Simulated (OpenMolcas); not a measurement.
# Zr: the spin-orbit constant, worked from levels

```
Program             : OpenMolcas 26.06
Basis               : ANO-R2 [7s5p4d2f1g]
Scalar Hamiltonian  : X2C, finite nucleus
Active space        : 4 electrons in 6 orbitals (4d 5s)
State averaging     : 2S+1 = 3 even, 71 roots; 2S+1 = 5 even, 15 roots kept (CI in the orbitals of an earlier block); 2S+1 = 1 even, 55 roots kept (CI in the orbitals of an earlier block)
Spin-orbit coupling : RASSI with atomic mean-field integrals over the reference wave functions, term energies averaged over their components
```

Methods: CASSCF; MS-CASPT2, IPEA 0.25 Eh, imaginary shift 0.1 Eh (closed shells correlated: 4s 4p). Measured levels: NIST Handbook of Basic Atomic Spectroscopic Data.

**The spin-orbit constant.** For the Hund term ³F of d2, E(J) = (A/2) J(J+1) + constant and ζ = 2S·A = 2A. From J = 2 to J = 4 the energy changes by 7 A.

| Source | E(4) - E(2) | A | ζ |
| --- | --- | --- | --- |
| CASSCF | 970.5 | 138.6 | 277 |
| MS-CASPT2 | 1011.7 | 144.5 | 289 |
| measured | 1240.8 | 177.3 | 355 |

All in cm-1. MS-CASPT2 is off by -18.5 % and CASSCF by -21.8 %. Both methods take the spin-orbit matrix elements from the reference wave functions, so the second can move ζ only through the term energies and any multistate remixing. Second-order mixing with other terms is absorbed into this ζ.

Term energies are means over components that CASPT2 splits; among the terms shown or strongly mixed into the levels shown the widest spread is 1100 cm-1 (4d² 5s² ³F, MS-CASPT2). Over all roots computed the reference weight is 0.86 to 0.91 in MS-CASPT2; the roots of lowest weight are the least certain, and an intruder state may touch them. Configurations are named by rounded mean occupations; where the s occupation lies near a half they are strongly mixed, a name can repeat and a true partner stay unpaired. Without dynamic correlation excited terms often stand tens of per cent too high (terms of higher spin than the ground term too low), and those without a measured partner can miss by more than the paired ones (holds for CASSCF). The lowest computed level is not the ground level that NIST lists (3F2) (holds for CASSCF). Blocks of more than 70 roots (2S+1 = 3 even) ran without multistate coupling (holds for MS-CASPT2). Computed and measured levels are paired by configuration, term and J; levels that our copy of the source lacks, or whose pairing is in doubt (as where it misses far off the trend of its configuration), stay unpaired and out of the deviations. Levels of configurations outside the active space are missing.
